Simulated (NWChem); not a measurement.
C2H4NO, doublet; SMILES C[N]C=O

```xyz
8

C      0.4435    -1.4491    -0.1115
N     -0.6912    -0.5849    -0.1240
C     -0.5295     0.7662    -0.0947
O      0.4348     1.2897     0.4820
H      0.4799    -2.0239     0.8425
H      0.2924    -2.2249    -0.8988
H      1.4146    -0.9311    -0.2709
H     -1.3871     1.3581    -0.5071
```
Atoms are numbered in this order, from 1.

Level: PBE-D3(BJ)/def2-SVP, spin-unrestricted (NWChem), optimised geometry, unscaled harmonic frequencies. 

Question: List the harmonic frequencies with IR intensities, and the thermochemistry.

Answer: 
```csv
frequency (cm⁻¹),IR intensity (km/mol)
122,4.8
239,23.4
347,16.7
564,42.7
932,37.3
975,1.1
1005,9.7
1053,6.5
1270,9.5
1327,17.5
1342,14.9
1362,20.6
1410,41.4
1542,42.2
2914,9.0
2929,94.5
2982,3.8
3027,14.2
```

| Quantity | Result |
|---|---|
| zero-point energy | 36.2 kcal/mol |
| thermal correction to the enthalpy at 298.15 K (with zero-point energy) | 39.8 kcal/mol |
| heat capacity Cv | 14.6 cal/(mol K) |
| entropy at 298.15 K and 1 atm (symmetry number 1, electronic part: spin degeneracy alone) | 70.2 cal/(mol K) |
| dipole moment | 1.99 D |

Rigid rotor and harmonic oscillator.
